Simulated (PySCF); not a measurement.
**Computed properties of InF, SMILES [F][In]**

InF, SMILES [F][In] (connectivity only; charge and spin as stated), neutral, multiplicity 1. Geometry optimised at B3LYP-D3(BJ)/def2-TZVP. The def2 effective core potentials stand for the cores of In; spin–orbit coupling is left out. One conformer was computed; it need not be the lowest. All values are computed for the isolated molecule unless a solvent is named; none is compared with measurement here.

**Structure.** The optimised structure has C∞v symmetry. All 1 harmonic modes at B3LYP-D3(BJ)/def2-TZVP (PySCF) are real, so it is a minimum.

**Vibrations.** The strongest infrared lines (harmonic, unscaled, degenerate partners summed) lie at 515 cm⁻¹ (114 km/mol, F 86 %, In 14 %). The softest mode is at 515 cm⁻¹ and the zero-point energy is 0.7 kcal/mol.

**Electronic structure.** ωB97X/def2-TZVPD (PySCF) places the frontier levels at -9.83 and -0.01 eV, a gap of 9.82 eV, and gives a dipole moment of 3.41 D and a mean polarisability of 41.0 bohr³. PBE/def2-TZVPD (PySCF) at the same geometry gives -6.55 and -2.29 eV, so its gap is 5.56 eV narrower. An orbital gap is neither the optical nor the fundamental gap.

**Excitations.** TDDFT-PBE0/def2-TZVPD (PySCF) has S1 at 5.07 eV (244 nm, f = 0.442, bright); the most intense of the 10 singlets computed lies at 5.07 eV (f = 0.44). Strengths of degenerate partners are summed. T1 (TDA) is at 3.72 eV. TDDFT-PBE/def2-TZVPD (PySCF) puts S1 at 4.79 eV. No vertical singlet excitation falls in the visible range (under 3.1 eV).
